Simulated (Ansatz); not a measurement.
Relaxation of the cluster Be₂Se₃ with RKS r2SCAN-D4/def2-SVP.

```sh
$ ansatz run in.yaml --threads 4 --pin off --events-out ev --progress --plain --max-ram 4787MiB
```

```yaml
crystal:
  periodic: [false, false, false]
  atoms:
    - {symbol: Be, position_ang: [0.926300, 0.270350, -0.152450]}
    - {symbol: Be, position_ang: [-2.030710, -0.772370, -0.125960]}
    - {symbol: Se, position_ang: [-1.124220, 1.042600, 0.243570]}
    - {symbol: Se, position_ang: [-0.371160, -1.067700, 1.062810]}
    - {symbol: Se, position_ang: [2.599790, 0.527120, -1.027970]}
basis:
  gaussian: {orbitals: def2-SVP}
hamiltonian: {xc: r2scan, dispersion: d4}
scf: {lower_state_search: "off"}
output: {orbitals: {seedname: orbitals}}
relax: {f_tol: 0.02, max_steps: 100}
```

Hardware: 4 threads of Arm Neoverse V1 on a shared host. Wall time 41 s.

Positions (Å) and forces (eV/Å) at steps 1, 2, 3, 4, 5, 6, 7, 8, 9, 10, 11, 12, 13, 14, 15, 16, 17, 18, 19 of 19:

```xyz
5
step=1 energy=-196826.7107 eV
Be    0.926    0.270   -0.152   -0.644   -0.487   -0.120
Be   -2.031   -0.772   -0.126   -0.275   -0.300   -0.488
Se   -1.124    1.043    0.244   -0.709    2.120   -0.215
Se   -0.371   -1.068    1.063    0.711   -1.586    1.173
Se    2.600    0.527   -1.028    0.916    0.253   -0.350
5
step=2 energy=-196827.0329 eV
Be    0.845    0.172   -0.266   -0.273   -0.042    0.090
Be   -1.945   -0.755   -0.167    0.261    0.193    0.203
Se   -1.156    1.137    0.275   -0.318    0.593   -0.409
Se   -0.357   -1.113    1.154    0.185   -0.777    0.150
Se    2.613    0.560   -0.996    0.146    0.034   -0.034
5
step=3 energy=-196827.3277 eV
Be    0.781    0.151   -0.268   -0.476   -0.012    0.290
Be   -1.868   -0.713   -0.131    0.897    0.601    0.703
Se   -1.182    1.236    0.199   -0.449    0.155   -0.656
Se   -0.306   -1.232    1.165   -0.130   -0.768   -0.276
Se    2.575    0.558   -0.965    0.157    0.024   -0.060
5
step=4 energy=-196827.7331 eV
Be    0.703    0.142   -0.228   -0.784   -0.074    0.466
Be   -1.747   -0.642   -0.060    0.893    0.618    0.802
Se   -1.229    1.370    0.066   -0.132   -0.482   -0.526
Se   -0.241   -1.416    1.158   -0.269   -0.136   -0.661
Se    2.514    0.546   -0.936    0.293    0.073   -0.081
5
step=5 energy=-196828.0595 eV
Be    0.613    0.135   -0.170   -0.353   -0.055    0.168
Be   -1.635   -0.555    0.066    0.554    0.450    0.661
Se   -1.256    1.463   -0.099    0.025   -0.591   -0.327
Se   -0.179   -1.586    1.098   -0.242    0.145   -0.613
Se    2.457    0.543   -0.895    0.015    0.051    0.111
5
step=6 energy=-196828.2601 eV
Be    0.545    0.111   -0.168    0.016   -0.054   -0.096
Be   -1.587   -0.472    0.237    0.492    0.363    0.479
Se   -1.253    1.504   -0.254    0.037   -0.711   -0.094
Se   -0.126   -1.706    1.008   -0.348    0.373   -0.515
Se    2.422    0.562   -0.823   -0.197    0.029    0.226
5
step=7 energy=-196828.4317 eV
Be    0.511    0.075   -0.204   -0.016   -0.106   -0.238
Be   -1.542   -0.386    0.411    0.176    0.160    0.232
Se   -1.240    1.466   -0.365   -0.001   -0.155   -0.058
Se   -0.118   -1.745    0.900   -0.114    0.012   -0.104
Se    2.389    0.591   -0.741   -0.045    0.089    0.168
5
step=8 energy=-196828.5343 eV
Be    0.483   -0.013   -0.345   -0.009   -0.020   -0.070
Be   -1.512   -0.302    0.589    0.357    0.090   -0.015
Se   -1.226    1.433   -0.441    0.056   -0.086   -0.011
Se   -0.130   -1.774    0.832   -0.111    0.009   -0.020
Se    2.386    0.657   -0.635   -0.292    0.008    0.116
5
step=9 energy=-196828.6023 eV
Be    0.421   -0.128   -0.453    0.447   -0.066   -0.006
Be   -1.398   -0.206    0.715    0.342   -0.165   -0.124
Se   -1.157    1.433   -0.524    0.182   -0.239    0.193
Se   -0.142   -1.842    0.791   -0.415    0.439   -0.044
Se    2.276    0.744   -0.530   -0.554    0.030   -0.019
5
step=10 energy=-196828.8112 eV
Be    0.435   -0.252   -0.492    0.495   -0.473    0.204
Be   -1.336   -0.160    0.765    0.404   -0.498   -0.062
Se   -1.021    1.413   -0.544    0.516    0.250    0.026
Se   -0.226   -1.889    0.788   -0.457    0.506   -0.057
Se    2.149    0.888   -0.516   -0.959    0.215   -0.111
5
step=11 energy=-196829.2578 eV
Be    0.460   -0.364   -0.496    0.452   -0.780    0.298
Be   -1.292   -0.149    0.766    0.414   -0.516    0.011
Se   -0.872    1.426   -0.542    0.907    0.528   -0.093
Se   -0.289   -1.918    0.800   -0.396    0.411   -0.104
Se    1.994    1.005   -0.528   -1.378    0.357   -0.111
5
step=12 energy=-196829.7473 eV
Be    0.491   -0.472   -0.489    0.450   -0.534    0.244
Be   -1.245   -0.139    0.766    0.354   -0.138   -0.095
Se   -0.730    1.450   -0.542    0.428    0.428   -0.006
Se   -0.341   -1.941    0.804   -0.263    0.111   -0.069
Se    1.825    1.102   -0.538   -0.968    0.133   -0.075
5
step=13 energy=-196829.8312 eV
Be    0.565   -0.584   -0.433    0.539   -0.121    0.011
Be   -1.141   -0.111    0.754   -0.147    0.270   -0.121
Se   -0.651    1.502   -0.559   -1.670    0.184    0.272
Se   -0.421   -1.990    0.792    0.000    0.123   -0.088
Se    1.648    1.182   -0.554    1.277   -0.456   -0.074
5
step=14 energy=-196830.0575 eV
Be    0.721   -0.683   -0.357    0.285   -0.233    0.203
Be   -1.127   -0.089    0.654   -0.246    0.188   -0.047
Se   -0.780    1.626   -0.477    0.150   -0.047    0.169
Se   -0.449   -1.987    0.794    0.137    0.182   -0.210
Se    1.636    1.133   -0.614   -0.326   -0.089   -0.115
5
step=15 energy=-196830.1680 eV
Be    0.860   -0.774   -0.254    0.139    0.060    0.134
Be   -1.160   -0.065    0.573    0.052   -0.115   -0.081
Se   -0.816    1.708   -0.396    0.274    0.140    0.005
Se   -0.455   -1.967    0.767   -0.051   -0.030   -0.010
Se    1.570    1.099   -0.690   -0.414   -0.054   -0.049
5
step=16 energy=-196830.2011 eV
Be    0.991   -0.837   -0.124   -0.302    0.115    0.113
Be   -1.156   -0.067    0.457    0.182    0.107   -0.155
Se   -0.836    1.831   -0.315    0.256   -0.466    0.112
Se   -0.472   -1.985    0.761    0.112    0.266   -0.116
Se    1.473    1.059   -0.779   -0.248   -0.021    0.046
5
step=17 energy=-196830.2250 eV
Be    0.957   -0.789   -0.088    0.061   -0.027   -0.012
Be   -1.160   -0.087    0.424   -0.070    0.010    0.016
Se   -0.797    1.800   -0.280   -0.008   -0.019    0.012
Se   -0.469   -1.979    0.758    0.009    0.050   -0.016
Se    1.469    1.055   -0.815    0.007   -0.015    0.000
5
step=18 energy=-196830.2256 eV
Be    0.967   -0.791   -0.088   -0.012    0.018    0.002
Be   -1.176   -0.088    0.423    0.022    0.005   -0.004
Se   -0.795    1.797   -0.275    0.008    0.015   -0.010
Se   -0.466   -1.970    0.757   -0.015   -0.053    0.017
Se    1.471    1.053   -0.818   -0.003    0.015   -0.005
5
step=19 energy=-196830.2258 eV
Be    0.964   -0.790   -0.086   -0.002   -0.003   -0.001
Be   -1.172   -0.088    0.425   -0.001   -0.004   -0.002
Se   -0.795    1.798   -0.277   -0.002    0.003    0.001
Se   -0.468   -1.974    0.756    0.001    0.003    0.002
Se    1.470    1.054   -0.818    0.003    0.001    0.000
```

The structure comes from a short search, and lower isomers may exist.
